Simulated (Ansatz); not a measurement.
Ansatz (a quantum-chemistry and plane-wave program) input (HF/6-31G*):

Ansatz 0.2 input:
```yaml
crystal:
  periodic: [false, false, false]
  atoms:
    - {symbol: Si, position_ang: [-0.00000000, -0.00000000, -1.07550800]}
    - {symbol: C, position_ang: [0.00000000, 0.00000000, 0.61639300]}
    - {symbol: C, position_ang: [0.00000000, 0.00000000, 1.89312700]}
basis:
  gaussian:
    orbitals: 6-31G*
hamiltonian:
  xc: {name: HF}
relax: {f_tol: 0.003, max_steps: 120}
```

Output:

```
Functional definition: HF
integrals: 0.01 GiB planned
494 factors; integrals over basis functions are off by at most 3.6e-4 eV
mean field: 0.07 GiB planned
mean field evaluation 1: about -9915.4837 eV, gradient 2.7e1 eV
mean field evaluation 2: about -9915.4899 eV, gradient 2.7e1 eV
mean field evaluation 4: about -9917.9855 eV, gradient 3.1e0 eV
mean field evaluation 8: about -9918.0378 eV, gradient 2.2e-1 eV
mean field -9918.03816640 eV, -364.4811799276 hartree, gradient 1.2e-5 eV, S^2 0.000000; 0 other end points of the search recorded, 0 dependent functions left out
the calculation of the forces begins
reference -9918.03816640 eV, -364.4811799276 hartree; 13, 13 occupied and 36, 36 virtual orbitals, 494 factors
relax step   1: F+E_penalty+E_count = -9918.03816640 eV  Δ(F+E_penalty+E_count) = +0.000e0 eV  max|allowed force component| = 8.622e-1 eV/Å  Δτ_max = 0.0000 Å  (35 SCF iters, accepted)
these checks for a lower state are left out or cut short: starts, cluster_reference, orbital_swaps, neighbouring_geometries, increment
integrals: 0.01 GiB planned
494 factors; integrals over basis functions are off by at most 3.9e-4 eV
mean field: 0.07 GiB planned
mean field evaluation 16: about -9918.0481 eV, gradient 6.9e-2 eV
mean field -9918.04809639 eV, -364.4815448479 hartree, gradient 3.8e-5 eV, S^2 0.000000; 0 other end points of the search recorded, 0 dependent functions left out
the calculation of the forces begins
reference -9918.04809639 eV, -364.4815448479 hartree; 13, 13 occupied and 36, 36 virtual orbitals, 494 factors
relax step   2: F+E_penalty+E_count = -9918.04809639 eV  Δ(F+E_penalty+E_count) = -9.930e-3 eV  max|allowed force component| = 3.184e-1 eV/Å  Δτ_max = 0.0112 Å  (27 SCF iters, accepted)
these checks for a lower state are left out or cut short: starts, cluster_reference, orbital_swaps, neighbouring_geometries, increment
integrals: 0.01 GiB planned
494 factors; integrals over basis functions are off by at most 4.0e-4 eV
mean field: 0.07 GiB planned
mean field -9918.04931469 eV, -364.4815896195 hartree, gradient 3.8e-5 eV, S^2 0.000000; 0 other end points of the search recorded, 0 dependent functions left out
the calculation of the forces begins
reference -9918.04931469 eV, -364.4815896195 hartree; 13, 13 occupied and 36, 36 virtual orbitals, 494 factors
relax step   3: F+E_penalty+E_count = -9918.04931469 eV  Δ(F+E_penalty+E_count) = -1.218e-3 eV  max|allowed force component| = 6.665e-3 eV/Å  Δτ_max = 0.0052 Å  (27 SCF iters, accepted)
these checks for a lower state are left out or cut short: starts, cluster_reference, orbital_swaps, neighbouring_geometries, increment
integrals: 0.01 GiB planned
494 factors; integrals over basis functions are off by at most 4.0e-4 eV
mean field: 0.07 GiB planned
mean field -9918.04931526 eV, -364.4815896404 hartree, gradient 1.5e-5 eV, S^2 0.000000; 0 other end points of the search recorded, 0 dependent functions left out
the calculation of the forces begins
reference -9918.04931526 eV, -364.4815896404 hartree; 13, 13 occupied and 36, 36 virtual orbitals, 494 factors
relax step   4: F+E_penalty+E_count = -9918.04931526 eV  Δ(F+E_penalty+E_count) = -5.673e-7 eV  max|allowed force component| = 3.949e-5 eV/Å  Δτ_max = 0.0001 Å  (19 SCF iters, accepted)
integrals: 0.01 GiB planned
494 factors; integrals over basis functions are off by at most 4.0e-4 eV
mean field: 0.07 GiB planned
mean field evaluation 32: about -9918.0493 eV, gradient 1.5e-5 eV
mean field -9918.04931526 eV, -364.4815896404 hartree, gradient 1.5e-5 eV, S^2 0.000000; 1 other end points of the search recorded, 0 dependent functions left out
the calculation of the forces begins
reference -9918.04931526 eV, -364.4815896404 hartree; 13, 13 occupied and 36, 36 virtual orbitals, 494 factors
Total energy: -9918.04931526 eV, -364.4815896404 hartree
Atom 0 at    -0.000000     0.000000    -1.059207 Å, force     0.000000    -0.000000     0.000029 eV/Å
Atom 1 at     0.000000    -0.000000     0.611605 Å, force     0.000000    -0.000000    -0.000039 eV/Å
Atom 2 at    -0.000000     0.000000     1.881614 Å, force    -0.000000     0.000000     0.000010 eV/Å
Dipole moment:     0.000000     0.000000    -0.819328 e Å
```

The geometry given is a B3LYP-D3(BJ)/def2-TZVP minimum.
